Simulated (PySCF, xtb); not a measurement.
CH₉NSi₂, SMILES C[SiH2]N[SiH3]. One conformer was computed; it need not be the lowest.

Harmonic wavenumbers (cm⁻¹) from GFN2-xTB (xtb) at its own minimum, in rising order: 30, 82, 135, 140, 254, 323, 475, 567, 574, 591, 666, 706, 766, 777, 792, 801, 820, 828, 856, 992, 1207, 1373, 1490, 1491, 2165, 2202, 2211, 2247, 2254, 3041, 3042, 3046, 3480.

**Question.** What does PBE0-D3(BJ)/def2-SVP (PySCF) give at its own minimum? (An estimate is asked for; the answer gives what the named calculation found.)

**Answer.** 9, 61, 134, 177, 291, 294, 491, 607, 686, 705, 717, 728, 810, 872, 917, 930, 948, 960, 995, 1013, 1194, 1268, 1430, 1432, 2193, 2205, 2206, 2219, 2237, 3059, 3164, 3165, 3632. Paired by order, the mean absolute difference is 62 cm⁻¹ and the zero-point energies are 57.8 and 59.7 kcal/mol.
